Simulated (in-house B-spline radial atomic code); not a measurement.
**Ionising Yb²⁺ with different functionals**

Computed with an all-electron radial atomic-structure program (B-spline basis): scalar-relativistic (spin-free X2C) Hamiltonian, Fermi nucleus of rms radius 5.3108 fm, spin-polarised at highest spin, spherical fractional occupations for the functionals, and exact exchange of hybrids averaged over the configuration. The ionisation energy is the difference of two self-consistent energies, [Xe] 4f14 → [Xe] 4f13, without Breit or QED terms; ε is the level of the shell that loses the electron (its least bound occupied spin orbital). There is no spin-orbit coupling in this Hamiltonian.

```csv
method,rung,ΔSCF (eV),-ε(4f) (eV)
PBE0,global hybrid,25.24,20.40
B3LYP,global hybrid,25.51,19.91
TPSSh,global hybrid,25.69,18.52
M06-2X,global hybrid,?,?
BHandHLYP,global hybrid,24.05,23.16
r2SCAN0,global hybrid,25.12,20.28
B97-1,global hybrid,25.37,19.89
HSE06,range-separated hybrid,25.19,19.94
wB97X,range-separated hybrid,25.22,22.62
CAM-B3LYP,range-separated hybrid,?,?
LC-wPBE,range-separated hybrid,25.83,22.71
```

Task: What does CAM-B3LYP give?

Result: ΔSCF 25.41 eV, and -ε(4f) = 21.84 eV.

Task: What does M06-2X give?

Result: ΔSCF 24.24 eV, and -ε(4f) = 23.93 eV.

Task: Among the functionals, which spreads more, the ΔSCF values or the orbital energies?

Result: The orbital energies: ΔSCF values span about 1.79 eV and the orbital energies 5.40 eV.

Task: How do they compare with the NIST value?

Result: NIST lists 25.05 eV ± 0.025 (semi-empirical, ground level to ground level). Errors run from -1.01 to +0.78 eV; r2SCAN0 is closest (+0.06 eV), but part of that can be cancellation, since the calculations leave out spin-orbit coupling, Breit-QED terms, multiplet and fine-structure energies.
